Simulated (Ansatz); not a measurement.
Nudged elastic band run: BFH5NSi

Input:

```yaml
crystal:
  periodic: [false, false, false]
  atoms:
    - { symbol: B, position_ang: [-0.723447, 1.300399, -0.680799] }
    - { symbol: Si, position_ang: [0.381179, -0.301761, -0.395124] }
    - { symbol: "N", position_ang: [0.537174, -0.600418, 1.348243] }
    - { symbol: F, position_ang: [-0.364446, -1.560697, -1.207159] }
    - { symbol: H, position_ang: [-0.670983, 1.914803, -1.687576] }
    - { symbol: H, position_ang: [-1.523142, 1.647058, 0.115998] }
    - { symbol: H, position_ang: [1.758692, -0.218165, -0.890555] }
    - { symbol: H, position_ang: [1.092199, -1.472477, 1.566941] }
    - { symbol: H, position_ang: [-0.398525, -0.755043, 1.81283] }
basis:
  gaussian: { orbitals: STO-3G }
hamiltonian:
  xc: pbe
neb:
  order_check: false
  images: 7
  f_tol: 0.03
  max_iterations: 60
  final_atoms:
    - { symbol: B, position_ang: [-0.72284218, 1.30123757, -0.68121552] }
    - { symbol: Si, position_ang: [0.38239699, -0.29989049, -0.39289712] }
    - { symbol: "N", position_ang: [0.53551403, -0.60207841, 1.34971996] }
    - { symbol: F, position_ang: [-0.3650658, -1.55542057, -1.20917557] }
    - { symbol: H, position_ang: [-1.53331062, 1.64080427, 0.10760936] }
    - { symbol: H, position_ang: [-0.66202726, 1.92066068, -1.68471818] }
    - { symbol: H, position_ang: [1.76082603, -0.21744277, -0.88600239] }
    - { symbol: H, position_ang: [1.09365273, -1.47246476, 1.56736995] }
    - { symbol: H, position_ang: [-0.40044291, -0.76170652, 1.81210852] }
  initial_path:
    images:
      - { positions_ang: [[-0.723447, 1.300399, -0.680799], [0.381179, -0.301761, -0.395124], [0.537174, -0.600418, 1.348243], [-0.364446, -1.560697, -1.207159], [-0.670983, 1.914803, -1.687576], [-1.523142, 1.647058, 0.115998], [1.758692, -0.218165, -0.890555], [1.092199, -1.472477, 1.566941], [-0.398525, -0.755043, 1.81283]] }
      - { positions_ang: [[-0.70734292, 1.28965678, -0.6751201], [0.3878678, -0.28967788, -0.38473826], [0.48532092, -0.61939719, 1.35315714], [-0.29318555, -1.55430706, -1.22177582], [-0.91146727, 1.74251371, -1.61737328], [-1.26013932, 1.81822513, 0.06024517], [1.77442642, -0.14821274, -0.85150341], [1.06732539, -1.48188007, 1.55009738], [-0.45410448, -0.80322168, 1.76981019]] }
      - { positions_ang: [[-0.69123884, 1.27891456, -0.66944121], [0.39455659, -0.27759475, -0.37435252], [0.43346785, -0.63837639, 1.35807129], [-0.2219251, -1.54791713, -1.23639264], [-1.15195154, 1.57022443, -1.54717056], [-0.99713663, 1.98939226, 0.00449234], [1.79016084, -0.07826048, -0.81245183], [1.04245178, -1.49128314, 1.53325377], [-0.50968396, -0.85140035, 1.72679038]] }
      - { positions_ang: [[-0.67513476, 1.26817234, -0.66376231], [0.40124539, -0.26551163, -0.36396679], [0.38161477, -0.65735558, 1.36298543], [-0.15066465, -1.54152719, -1.25100947], [-1.39243581, 1.39793514, -1.47696785], [-0.73413395, 2.16055938, -0.05126049], [1.80589527, -0.00830822, -0.77340024], [1.01757817, -1.5006862, 1.51641015], [-0.56526344, -0.89957903, 1.68377056]] }
      - { positions_ang: [[-0.65903068, 1.25743012, -0.65808342], [0.40793419, -0.25342851, -0.35358105], [0.3297617, -0.67633478, 1.36789957], [-0.0794042, -1.53513725, -1.26562629], [-1.63292008, 1.22564585, -1.40676513], [-0.47113126, 2.33172651, -0.10701332], [1.82162969, 0.06164404, -0.73434866], [0.99270456, -1.51008927, 1.49956653], [-0.62084292, -0.94775771, 1.64075075]] }
      - { positions_ang: [[-0.67498356, 1.26838199, -0.66386644], [0.40154989, -0.265044, -0.36341007], [0.38119978, -0.65777069, 1.36335467], [-0.1508196, -1.54020808, -1.25151361], [-1.60801771, 1.32943546, -1.02817151], [-0.51885526, 2.22896005, -0.50143954], [1.80642877, -0.00812767, -0.77226209], [1.0179416, -1.50068315, 1.51651739], [-0.56574291, -0.90124491, 1.68359019]] }
      - { positions_ang: [[-0.69093643, 1.27933385, -0.66964947], [0.39516559, -0.2766595, -0.37323908], [0.43263787, -0.63920659, 1.35880977], [-0.222235, -1.54527891, -1.23740093], [-1.58311535, 1.43322506, -0.64957788], [-0.56657926, 2.1261936, -0.89586575], [1.79122786, -0.07789937, -0.81017552], [1.04317864, -1.49127702, 1.53346824], [-0.51064291, -0.85473212, 1.72642963]] }
      - { positions_ang: [[-0.70688931, 1.29028571, -0.67543249], [0.38878129, -0.288275, -0.3830681], [0.48407595, -0.6206425, 1.35426486], [-0.2936504, -1.55034974, -1.22328825], [-1.55821299, 1.53701467, -0.27098426], [-0.61430326, 2.02342714, -1.29029197], [1.77602694, -0.14767107, -0.84808896], [1.06841569, -1.48187089, 1.55041909], [-0.45554291, -0.80821932, 1.76926908]] }
      - { positions_ang: [[-0.72284218, 1.30123757, -0.68121552], [0.38239699, -0.29989049, -0.39289712], [0.53551403, -0.60207841, 1.34971996], [-0.3650658, -1.55542057, -1.20917557], [-1.53331062, 1.64080427, 0.10760936], [-0.66202726, 1.92066068, -1.68471818], [1.76082603, -0.21744277, -0.88600239], [1.09365273, -1.47246476, 1.56736995], [-0.40044291, -0.76170652, 1.81210852]] }
```

Run as:

```bash
$ ansatz run input.yaml --threads 1 --pin off --max-ram 2048MiB --backend cpu --events-out ev --progress --plain --runs-dir out
```

Output, in part (warnings, iteration lines, the closing report on the highest movable image, with atoms numbered from 0):

```
NEB end point (image 0): max|allowed force component| = 9.876e-3 eV/Å (the criterion of neb.relax_end_points is 1.000e-2)
NEB end point (image 8): max|allowed force component| = 9.745e-3 eV/Å (the criterion of neb.relax_end_points is 1.000e-2)
NEB iter   1: max|band force component| = 1.765e1 eV/Å  barrier→ = 4.8136 eV  barrier← = 4.8136 eV  Δτ_max = 0.1981 Å  (253 SCF iters)
NEB iter   2: max|band force component| = 3.440e0 eV/Å  barrier→ = 0.7250 eV  barrier← = 0.7250 eV  Δτ_max = 0.1668 Å  (181 SCF iters)
NEB iter   3: max|band force component| = 1.559e0 eV/Å  barrier→ = 0.2148 eV  barrier← = 0.2148 eV  Δτ_max = 0.1972 Å  (179 SCF iters)
NEB iter   4: max|band force component| = 1.324e0 eV/Å  barrier→ = 0.1481 eV  barrier← = 0.1481 eV  Δτ_max = 0.0978 Å  (178 SCF iters)
NEB iter   5: max|band force component| = 2.039e-1 eV/Å  barrier→ = 0.0401 eV  barrier← = 0.0401 eV  CI = image 5  Δτ_max = 0.0261 Å  (172 SCF iters)
NEB iter   6: max|band force component| = 7.656e-2 eV/Å  barrier→ = 0.0385 eV  barrier← = 0.0385 eV  CI = image 5  Δτ_max = 0.0435 Å  (177 SCF iters)
NEB iter   7: max|band force component| = 6.603e-2 eV/Å  barrier→ = 0.0363 eV  barrier← = 0.0363 eV  CI = image 5  Δτ_max = 0.0076 Å  (170 SCF iters)
NEB iter   8: max|band force component| = 2.799e-2 eV/Å  barrier→ = 0.0361 eV  barrier← = 0.0361 eV  CI = image 5  Δτ_max = 0.0000 Å  (314 SCF iters)
Total energy: -12672.24012736 eV, -465.6962351277 hartree
Atom 0 at    -0.728012     1.314763    -0.668139 Å, force     0.005415     0.006277    -0.000256 eV/Å
Atom 1 at     0.419087    -0.269967    -0.382136 Å, force     0.004220    -0.011089     0.027955 eV/Å
Atom 2 at     0.400863    -0.631231     1.390545 Å, force     0.007888     0.021264    -0.020944 eV/Å
Atom 3 at    -0.092561    -1.563276    -1.300271 Å, force     0.000239    -0.000802     0.002546 eV/Å
Atom 4 at    -1.876968     1.220437    -0.928873 Å, force     0.005528    -0.004865     0.007000 eV/Å
Atom 5 at    -0.283069     2.407735    -0.607572 Å, force    -0.006325    -0.006663    -0.000116 eV/Å
Atom 6 at     1.830499    -0.038706    -0.705105 Å, force    -0.001071     0.001147    -0.001235 eV/Å
Atom 7 at     0.991413    -1.505189     1.540726 Å, force    -0.006659    -0.002715    -0.010876 eV/Å
Atom 8 at    -0.572551    -0.980867     1.643623 Å, force    -0.009234    -0.002553    -0.004074 eV/Å
Dipole moment:    -0.075427    -0.195169    -0.066575 e Å
```

The forces met the threshold. A vibrational analysis at the climbing image gives one clearly imaginary mode, 120i cm⁻¹: a first-order saddle point. Limits of this set-up: minimal basis.

Final band (atoms are numbered from 1 in the order of the input):

```csv
image,path coordinate (Å),energy (kJ/mol),dihedral H6–B1–Si2–F4 (°)
0,0.00,0.0,97
1,0.53,0.4,120
2,1.07,1.0,144
3,1.60,1.8,168
4,2.14,2.9,-170
5,2.67,3.5,-148
6,3.20,2.4,-127
7,3.72,0.7,-103
8,4.24,0.0,-80
```

The run took 72 s on 1 CPU thread of a shared host.
